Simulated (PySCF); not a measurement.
Molecule: SMILES [GaH2][c]1cccs1, C4H5GaS.

Bonds (- single, = double, # triple, : aromatic): Ga1-C2 1.937 Å, C2:C3 1.387 Å, C3:C4 1.418 Å, C4:C5 1.375 Å, C5:S6 1.709 Å, S6:C2 1.729 Å. Ga1 carries H7, H8; C3 carries H9; C4 carries H10; C5 carries H11.

Geometry PBE0-D3(BJ)/def2-SVP throughout; GIAO in PySCF 2.14.0 with density-fitted response routines, gas phase, one conformer, non-relativistic; equivalent atoms averaged; functional PBE0.

For orientation, STO-3G gives these shifts δ (against GaH4-, TMS, CS2 at the same level): Ga1 -27119.5, C3 118.1, C5 114.5, C2 8.7, S6 174.1, H7/H8 10.80, H11 -1.01, H10 -2.16, H9 -12.32 ppm.

A run gave: Ga1 405.3, C3 136.1, C5 139.0, C2 151.5, S6 211.0, H7/H8 6.92, H11 7.71, H10 7.36, H9 7.88 ppm (shifts δ (against GaH4-, TMS, CS2 at the same level)).

Which basis set was used in that run?
A. 6-31G
B. pcSseg-1
C. 6-31G*
D. def2-TZVP
E. def2-SVP

## Answers

A. S6 tells them apart best: 6-31G gives 211.0, 6-31G* gives 241.5, def2-TZVP gives 299.5, pcSseg-1 gives 265.5, def2-SVP gives 259.0 ppm.
